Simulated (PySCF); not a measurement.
Molecule: `F[C@@H]1OCC[C@@H](F)O1`, C₄H₆F₂O₂.

Bonds (- single, = double, # triple, : aromatic): F1-C2, C2-O3, O3-C4, C4-C5, C5-C6, C6-F7, C6-O8, O8-C2. C2 carries H9; C4 carries H10, H11; C5 carries H12, H13; C6 carries H14. Stereochemistry as in F[C@@H]1OCC[C@@H](F)O1. H11, H12 are cis to F1 on the ring; H10, H13 are trans to F1 on the ring.

Frames of a GFN2-xTB Langevin trajectory at 600 K; GIAO PBE0/pcSseg-1 shieldings in PySCF 2.14, gas phase, non-relativistic; equivalent atoms averaged within each frame.

δ = σ(ref) − σ, references computed at the same level: CFCl3 for 19F (σ = 170.95 ppm); 13C (σ = 186.93 ppm) and 1H (σ = 31.72 ppm) vs TMS; 17O (σ = 336.08 ppm) vs H2O. The references are static minima.

How do the shifts (ppm) fluctuate along the trajectory?

## Answers


```tsv
time (fs)	F1	F7	C2	C6	C4	C5	O8	O3	H9	H14
250	-68.2	-152.0	127.3	112.7	69.0	33.0	161.5	107.0	8.61	6.70
425	-118.5	-172.4	115.9	102.7	69.6	35.4	159.6	105.3	6.30	6.47
625	-116.7	-128.0	122.3	123.5	69.8	46.6	184.6	105.6	7.05	7.12
800	-109.7	-141.0	117.6	121.6	59.3	42.0	177.4	92.1	6.17	5.74
1000	-136.7	-151.0	111.3	111.6	62.2	37.3	155.3	82.3	6.85	6.10
mean of frames	-110.0	-148.9	118.9	114.4	66.0	38.9	167.7	98.4	7.00	6.43
standard deviation	25.4	16.3	6.2	8.4	4.9	5.5	12.6	10.9	0.97	0.53
```

5 frames give an uncertainty of the mean of about the standard deviation over 2.2 at best, since frames this close in time may not be independent; classical motion lacks zero-point vibration, and the reference would need the same averaging.
